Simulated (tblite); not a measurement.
Compound: C5H6FNSi.
Numbering: `[N:1]#[C:2][C:3]1=[CH:4][CH2:5][Si@H:6]([F:7])[CH2:8]1` (hydrogens: H9 on C4; H10, H11 on C5; H12 on Si6; H13, H14 on C8)

The geometry is computed with GFN2-xTB (gas phase).

(1) List the bond lengths, angles and torsions at this level.

Answers

(1) 
```tsv
bond	length (pm)	order
N1≡C2	114.8	triple
C2–C3	140.8	single
C3=C4	133.5	double
C4–C5	149.5	single
C5–Si6	190.5	single
Si6–F7	161.7	single
Si6–C8	190.4	single
C3–C8	150.9	single
C4–H9	108.0	single
C5–H10	109.2	single
C5–H11	109.1	single
Si6–H12	145.0	single
C8–H13	109.2	single
C8–H14	109.1	single
```

Orders are formal, as drawn. A selection of angles:
```tsv
angle	degrees
N1–C2–C3	178.8
C2–C3–C4	122.8
C2–C3–C8	118.1
C4–C3–C8	119.0
C3–C4–C5	118.6
C3–C4–H9	122.1
C5–C4–H9	119.3
C4–C5–Si6	104.6
C4–C5–H10	109.7
C4–C5–H11	109.5
Si6–C5–H10	112.9
Si6–C5–H11	114.2
H10–C5–H11	105.9
C5–Si6–F7	110.4
C5–Si6–C8	93.9
C5–Si6–H12	118.4
F7–Si6–C8	110.6
F7–Si6–H12	105.2
C8–Si6–H12	118.2
Si6–C8–H13	113.0
Si6–C8–H14	114.1
C3–C8–Si6	103.9
C3–C8–H13	109.8
C3–C8–H14	109.7
H13–C8–H14	106.4
```

Torsions: C2–C3–C4–C5 180° (antiperiplanar); C3–C4–C5–Si6 0° (synperiplanar); C4–C5–Si6–F7 114° (anticlinal); C5–Si6–C8–C3 0° (synperiplanar); C2–C3–C8–Si6 180° (antiperiplanar).

Si6 (fluorine-bound silicon) has angles from 93.9° to 118.4°. The C–C distances run from 1.335 Å (C3=C4, drawn double) to 1.509 Å (C3–C8, drawn single), a spread of 0.174 Å. The 5-membered ring C3–C4–C5–Si6–C8 has internal angles of 93.9° to 119.0°; it is planar, 0.00 Å rms from its mean plane, widest ring torsion 0°.

Point group: C1 (no symmetry element, even within 0.4 Å). Its GFN2-xTB frequencies are all real (lowest 48 cm⁻¹).

Hardware: one thread of an Arm Neoverse N1, on a shared host. Cost: 0.32 s. This is the geometry optimisation.
